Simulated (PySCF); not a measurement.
## How methods differ on the excitation energy of Pt²⁺

Pt²⁺ [Xe] 4f14 5d8 (3F) → Pt²⁺ [Xe] 4f14 5d7 6s1 (5F), as a difference of total energies. All numbers are calculated (PySCF 2.14, scalar relativity through the core potential, in def2-TZVPPD with the def2 core potential (60 electrons) (6s5p3d2f1g, 59 functions)). Correlated levels: valence: 5s2 5p6 frozen. The calculations carry no spin-orbit coupling.

| method | excitation energy (eV) |
| --- | --- |
| UHF | 2.564 |
| MP2 (valence) | 3.100 |
| SCS-MP2 (valence) | 3.435 |
| CCSD (valence) | 3.056 |
| CCSD(T) (valence) | 3.091 |

Task: How much does correlation contribute at CCSD(T) (valence)?

Result: 3.091 − (2.564) = 0.527 eV, measured against UHF.
